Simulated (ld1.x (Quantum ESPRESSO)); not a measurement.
## What one change does to a pseudopotential (Mn (Z = 25), ultrasoft)

```
Element                 : Mn
Generator               : ld1.x (Quantum ESPRESSO) 7.5
Type                    : ultrasoft
Functional              : PBE
Relativity              : scalar-relativistic
Frozen core             : [Ar]
Valence charge          : 7
Reference configuration : 3d5 4s1.75 4p0 (charge +0.25)
Partial waves           : 4s (bound): rcut 2.40, rcutus 2.75 bohr; 4s channel at 1.65 Ry: rcut 2.40, rcutus 2.75 bohr; 4p (bound, empty): rcut 2.40, rcutus 2.90 bohr; 4p channel at 0.25 Ry: rcut 2.40, rcutus 2.90 bohr; 3d (bound): rcut 1.65, rcutus 1.80 bohr; 3d channel at -0.35 Ry: rcut 1.65, rcutus 1.80 bohr
Local potential         : all-electron potential smoothed inside 2.20 bohr (lloc = -1)
Core correction         : a·sin(br)/r model core, default radius (core density twice the valence density)
Augmentation charge     : PSQ, radius 1.60 bohr
```

Change: local potential all-electron potential smoothed inside 1.78 bohr (lloc = -1).

Cutoffs: the cutoffs (Ry, on a coarse ladder) from which the occupation-weighted sum of valence levels, in a spherical-Bessel basis at the reference potential, stays within 10 and 1 mRy of its value at 400 Ry; they do not see the model core or the augmentation charge, which bear on the density cutoff. Errors are all-electron minus pseudo energies relative to the spin-unpolarised reference configuration.

Question: What does the change do?

Answer: The potential gets neither clearly harder nor softer (35 Ry and 50 Ry → 35 Ry and 50 Ry); of the 7 tests that both files solve, the error grows in 2 and shrinks in 1 by more than 15 % and 0.3 meV (median size 0.9 → 0.5 meV); neither file shows a bound ghost.

```csv
quantity,base,changed
"cutoff, loose",35 Ry,35 Ry
"cutoff, tight",50 Ry,50 Ry
bound ghosts,none,none
"error for 3d5 4s2 4p0, meV [ΔE -1.48 eV]",+0.1,+0.2
"error for 3d5 4s1 4p0, meV [ΔE 6.94 eV]",-0.9,-0.5
"error for 3d5 4s0 4p0, meV [ΔE 22.54 eV]",-7.6,-6.7
"error for 3d5 4s0 4p2, meV [ΔE 6.45 eV]",-2.1,-1.9
"error for 3d5 4s1 4p1, meV [ΔE 2.38 eV]",-0.5,-0.4
"error for 3d6 4s0 4p0, meV [ΔE 5.34 eV]",+17,+21
"error for 3d5.5 4s1.5 4p0, meV [ΔE -1.96 eV]",+0.1,+0.5
s: phases at 3.16 bohr within 0.05 rad from the reference energy up to (Ry; the scan ends near 5),2.7,1.9
p: phases at 3.16 bohr within 0.05 rad from the reference energy up to (Ry; the scan ends near 5),2.7,2.7
d: phases at 3.16 bohr within 0.05 rad from the reference energy up to (Ry; the scan ends near 5),4.3,4.5
lowest overlap eigenvalue by channel,"s 0.54, p 0.63, d 1.00","s 0.48, p 0.58, d 1.00"
```
